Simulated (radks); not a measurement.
Removal energies from the samarium ion Sm5+, [Xe] 4f3, by Delta-SCF beside the eigenvalue of the level emptied. Calculated with a radial shooting solver on a logarithmic mesh with Libxc functionals: scalar-relativistic Kohn-Sham, BLYP, spin-polarised, spherical densities, finite nucleus; Fermi nuclear charge, rms radius of each element as measured or else 0.836 A^(1/3) + 0.57 fm. Open shells are filled with parallel spins first.

removed from    final configuration  Delta-SCF (eV)  -eigenvalue (eV)
4f                         [Xe] 4f2          86.052            74.483
5p            [Kr] 4d10 4f3 5s2 5p5          87.302            80.223
5s            [Kr] 4d10 4f3 5s1 5p6          111.16            103.39
4d             [Kr] 4d9 4f3 5s2 5p6          214.40            201.90
